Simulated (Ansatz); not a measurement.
Consider the redistribution: `C[N](C)[In]([CH3])[Br]` + `[SiH3]OBCl` → `C[N](C)[In]([CH3])[O][SiH3]` + `ClBBr`.

Isolated molecules relaxed with PBE0-D4/def2-TZVP in Ansatz; ΔE leaves out vibrations. CCSD(T)/CBS adds triple-zeta CCSD(T) − MP2 to the extrapolated MP2 energy (def2 sets, frozen cores). This one scheme is used for every species. DFT in def2-TZVPP. HSE06 is defined as in plane-wave codes. Elements past krypton have def2 core potentials. For Br, In outer-core shells are correlated without core-valence functions, which leaves a few kJ/mol of doubt a bond. Scalar relativity is left out up to krypton. Each species was taken in one conformer, which may not be the lowest.

CCSD(T)/CBS gives +1.61 eV.

Another level gave +1.63 eV. Which?
A. revPBE-D4/def2-TZVPP
B. HSE06-D4/def2-TZVPP
C. r2SCAN0/def2-TZVPP
D. B97M-V/def2-TZVPP

D. B97M-V 1.63, HSE06-D4 1.68, r2SCAN0 1.73, revPBE-D4 1.55 eV.

Largest T1 diagnostic among the species: 0.014.

From r2SCAN to r2SCAN0 (25 % exact exchange), in def2-TZVPP and without D4, ΔE moves by +0.07 eV. Leaving LDA and LC-ωPBE aside and taking each functional with its dispersion term where it has one, the values, not all of them listed here, spread over 0.24 eV, from revPBE-D4 to BHLYP-D4. LDA lies +0.07 eV from PBE without D4. At CCSD(T), def2-SVP lies +0.11 eV from the extrapolated value and def2-TZVPP −0.01 eV.
